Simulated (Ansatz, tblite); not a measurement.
Isomers of SnGe₆ (singlet), found by a short tight-binding search and relaxed with PBE-D4/def2-SVP in Ansatz.

In the def2 sets Sn takes a core potential; there is no spin–orbit coupling. The xTB rows come from tblite. LC-ωPBE has ω = 0.4 bohr⁻¹. Correlated methods freeze 58 core orbitals; core or outer-core shells of Sn, Ge are correlated, in sets that lack core-valence functions.

Other spin states weren't relaxed.

A:

Cartesian coordinates in Å:
```
Sn 0.9493 1.5249 2.2720
Ge -1.1562 0.3576 0.5091
Ge 1.4727 -0.5309 0.6527
Ge 0.4358 -0.1124 -1.6730
Ge -1.8424 -1.1576 -1.6053
Ge 0.5514 2.1155 -0.4344
Ge -0.4107 -2.1971 0.2789
```

B:

```xyz
7

Sn   -1.9859    0.8224   -1.2525
Ge   -0.2469   -1.4067   -1.7963
Ge   -0.8108   -0.8342    0.7706
Ge   -0.7692    1.8276    1.1554
Ge    0.8372    0.8233   -0.7540
Ge    1.6462   -1.5970    0.0433
Ge    1.3295    0.3647    1.8336
```

C:

```tsv
atom	x (Å)	y (Å)	z (Å)
Sn1	-1.7196	-0.4331	-0.3661
Ge2	0.3103	1.0610	-2.4759
Ge3	0.6112	-2.6039	0.4444
Ge4	0.3557	-0.5513	1.7336
Ge5	-0.7860	1.5771	2.0607
Ge6	1.0699	-0.8886	-1.2256
Ge7	0.1586	1.8389	-0.1710
```

Task: Estimate their order by electronic energy at PBE0-D4/def2-TZVP, counted from the lowest.

Result: B (0.0) < C (81.1) < A (99.8), in kJ/mol.

Task: Do the other levels pick the same lowest one?

Result: Not GFN1-xTB. Energies above each level's lowest (kJ/mol):

| level | A | B | C |
| --- | --- | --- | --- |
| GFN1-xTB | 90.4 | 75.4 | 0.0 |
| GFN2-xTB | 80.8 | 0.0 | 92.2 |
| HF/def2-SVP | 85.7 | 0.0 | 62.5 |
| PBE-D4/def2-TZVP | 94.4 | 0.0 | 68.8 |
| r2SCAN-D4/def2-TZVP | 92.8 | 0.0 | 76.5 |
| PBE0-D4/def2-TZVP | 99.8 | 0.0 | 81.1 |
| LC-ωPBE/def2-TZVP | 105.6 | 0.0 | 108.7 |
| MP2/def2-SVP | 121.0 | 0.0 | 95.1 |
Point groups (tolerance 0.1 Å): A not assigned, B C2v, C C3v. Lower isomers may exist.
